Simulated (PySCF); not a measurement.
**A survey of 15N NMR shifts**

All values are calculated (PySCF): NMR shieldings at PBE0/pcSseg-1/GIAO, GFN2-xTB geometry. No relativistic terms, a single conformation, isolated molecule, equivalent nuclei averaged.

Shieldings were converted by a linear fit to measured shifts: 15N: δ = -148.07 − 0.921σ (rms 6.3 ppm, 71 shifts vs CH3NO2, solution or neat liquid). A few per cent of atoms miss by over 2 rms, more outside the fitted compound classes.

Task: Give the 15N shifts of `C/C=C(\C#N)O[SiH3]`, `CC(C)(C)CN[Si@@H](N)F`, `CN[Si@@H](C)/C=C(\C#N)OC`, `Cc1nn([SiH3])c(C)c1F`.

Result: 
```tsv
compound	environment	δ (ppm)
C/C=C(\C#N)O[SiH3]	nitrile nitrogen	-98.1
[CH3:1][C:2]([CH3:3])([CH3:4])[CH2:5][NH:6][Si@@H:7]([NH2:8])[F:9]	N6: nitrogen bonded to C, Si, H	-346.2
[CH3:1][C:2]([CH3:3])([CH3:4])[CH2:5][NH:6][Si@@H:7]([NH2:8])[F:9]	N8: nitrogen bonded to Si, 2 H	-377.4
[CH3:1][NH:2][Si@@H:3]([CH3:4])/[CH:5]=[C:6](\[C:7]#[N:8])[O:9][CH3:10]	N8: nitrile nitrogen	-104.8
[CH3:1][NH:2][Si@@H:3]([CH3:4])/[CH:5]=[C:6](\[C:7]#[N:8])[O:9][CH3:10]	N2: nitrogen bonded to C, Si, H	-377.1
[CH3:1][c:2]1[n:3][n:4]([SiH3:5])[c:6]([CH3:7])[c:8]1[F:9]	N3: pyridine-type nitrogen of an azole	-79.9
[CH3:1][c:2]1[n:3][n:4]([SiH3:5])[c:6]([CH3:7])[c:8]1[F:9]	N4: pyrrole-type ring nitrogen	-208.3
```

Task: Match the shifts -47.4, -98.1, -127.7, -295.3 ppm to `C=C1[SiH2][C@H]1C(N)=O`, `C/C=C(\C#N)O[SiH3]`, `C=Nc1ccc(O)s1`, `N#C[C@@H]1C[C@H]1[SiH2]O`.

Result: -47.4: C=Nc1ccc(O)s1 (imine nitrogen); -98.1: C/C=C(\C#N)O[SiH3] (nitrile nitrogen); -127.7: N#C[C@@H]1C[C@H]1[SiH2]O (nitrile nitrogen); -295.3: C=C1[SiH2][C@H]1C(N)=O (amide-type nitrogen).
